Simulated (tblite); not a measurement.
Species: C4H8N2Si2.
Cartesian coordinates in Å at the GFN2-xTB level; atoms count from 1:
```xyz
16
C4H8N2Si2 angstrom
C     -1.095    1.848    0.880
C     -0.427    0.861    0.301
C      0.945    1.042   -0.283
Si     1.927   -0.575   -0.064
N      0.553   -1.637    0.023
Si    -1.011   -0.929    0.233
C     -2.063   -1.251   -1.285
N     -2.707   -1.442   -2.213
H     -2.078    1.703    1.296
H     -0.694    2.849    0.956
H      1.432    1.921    0.139
H      0.832    1.230   -1.354
H      2.687   -0.606    1.191
H      2.760   -0.924   -1.215
H      0.670   -2.635   -0.009
H     -1.739   -1.446    1.393
```

Method: GFN2-xTB as coded in tblite; computed harmonic values from a numerical Hessian at the method's own geometry, unscaled. Against measured fundamentals such values can be off by several per cent, at times by over 20. Modes of hydrogen on silicon can be 10 to 20 % off. One conformer, not necessarily the lowest.

Harmonic wavenumbers (cm⁻¹): 44.8, 74.2, 83.1, 143.1, 279.1, 302.5, 308.5, 353.6, 379.1, 409.4, 435.6, 482.2, 535.1, 553.9, 588.6, 630.1, 641.0, 665.6, 709.2, 771.9, 782.5, 786.8, 822.0, 903.4, 922.2, 963.9, 1097.5, 1143.0, 1180.6, 1229.2, 1423.1, 1457.5, 1682.5, 2218.4, 2251.1, 2258.8, 2353.4, 2944.3, 2985.1, 3065.4, 3103.9, 3505.2.

A = 1981, B = 1172, C = 881.7 MHz; mass 140.023 u (most abundant isotopes); point group C1, symmetry number 1.

Q: Zero-point energy?

A: Half the sum of the wavenumbers: 23735 cm⁻¹ = 283.94 kJ/mol.

Q: What is S at 350 K and 1 bar for an ideal gas of classical rigid rotors and harmonic oscillators?

A: Translation 173.82, rotation 125.18, vibration 145.02: S = 444.0 J/(mol K).

Q: And Cp and H(350 K) − H(0)?

A: Cp = 187.85 J/(mol K), of which vibrations give 154.59 (their classical limit is 42 R = 349.2); H(350 K) − H(0) = 38.77 kJ/mol without the zero-point energy, 27.12 from vibrations.

Q: Which modes carry the vibrational entropy at 350 K?

A: 44.8 cm⁻¹: 22.39; 74.2 cm⁻¹: 18.22; 83.1 cm⁻¹: 17.29; 143.1 cm⁻¹: 12.84; 279.1 cm⁻¹: 7.61; 302.5 cm⁻¹: 7.02 J/(mol K); the other 36 give 59.65 together.

Q: Blend soft modes into free rotors: weight 1/[1 + (100 cm⁻¹/ν̃)⁴] for the oscillator and the rest for a rotor with moment μB/(μ + B), μ = h/(8π²ν), B = 10⁻⁴⁴ kg m². What vibrational entropy results?

A: 132.58 J/(mol K) in place of 145.02, which changes −T·S at 350 K by +4.35 kJ/mol.

Hindered rotation and anharmonicity are outside this model. Other conformers, if any are populated, would add a mixing term that is left out. The structure is chiral; the term R ln 2 for an equal mix with its mirror image is left out.
